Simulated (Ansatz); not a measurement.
Pb₃⁺. Total charge 1; doublet. Geometry PBE0-D4/def2-SVP; atoms count from 1.

```
atom   x (Å)   y (Å)   z (Å)
 Pb1   0.016   0.001   0.008
 Pb2   2.013   0.249   2.046
 Pb3  -2.029  -0.250  -2.055
```

In the def2 sets Pb takes a core potential; there is no spin–orbit coupling. The charge 1 doublet is spin-contaminated (final ⟨S²⟩ up to 1.34, 0.75 for a pure state). The geometry of the doublet was relaxed on an unsound state (⟨S²⟩ 1.34, where a pure state has 0.75). Another isomer (quartet) lies 0.54 eV lower at PBE0-D4/def2-TZVP; other spin states weren't run for this one.

Question: Estimate the Mulliken populations from the PBE0/def2-TZVP orbitals of Ansatz.

Answer: 
| atom | charge (e) | spin (α − β) |
| --- | --- | --- |
| Pb1 | 0.02 | 0.72 |
| Pb2 | 0.48 | 0.89 |
| Pb3 | 0.50 | -0.61 |
Mulliken values and Mayer orders depend strongly on the basis.

Question: Where does the spin sit?

Answer: Summed by element: Pb 1.00, of 1 unpaired in all. Largest on single atoms: Pb2 0.89, Pb1 0.72, Pb3 -0.61.

Question: And the Mayer bond orders between bonded heavy atoms (over 0.3)?

Answer: Pb1–Pb2 1.42 (2.86 Å); Pb1–Pb3 1.19 (2.92 Å). Values over 0.3 also appear between atoms too far apart for a bond (Pb2–Pb3 0.44 at 5.78 Å); they arise where an orbital or an unpaired electron spreads over both atoms.
